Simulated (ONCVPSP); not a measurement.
B: ONCV pseudisation with PBE, scalar-relativistic reference atom.

ONCVPSP 4.0.1 input, shortened (lines: element, Z, core and valence counts, functional; n l f; lmax; l rc ep ncon nbas qcut; lloc lpopt rc5 dvloc0; l nproj debl; icmod fcfact rcfact), PBE, scalar-relativistic:

```
  B 5.00    1    2        4      upf
    1    0    2.00
    2    0    1.00
    2    1    2.00
    1
    0    1.05    0.00    4    9    4.90
    1    2.00    0.00    3    6    3.30
    4    1    0.70    3.00
    0    2    1.50
    1    2    1.20
    0    0.00    0.00
```

(1) Estimate the cutoffs (Ha) at which the residual kinetic energy of the hardest occupied pseudo-wave falls to 1 and 0.1 mHa per electron.

(2) Does the potential have ghost states?

(3) Tests: 2s2 2p1; 2s2 2p0; 2s1 2p0; 2s0 2p3. Which has the largest error in its energy relative to the reference configuration, and how large is it?

Answers

(1) 23 Ha and 46 Ha. The cutoffs count occupied waves only; projector 2 of the s channel, the hardest unoccupied one, needs 114 Ha at the loose tolerance.

(2) No bound ghost flagged; GHOST(+) flags only above 600 eV.

(3) 2s1 2p0, with +340 meV (all-electron minus pseudo) on +27.79 eV.
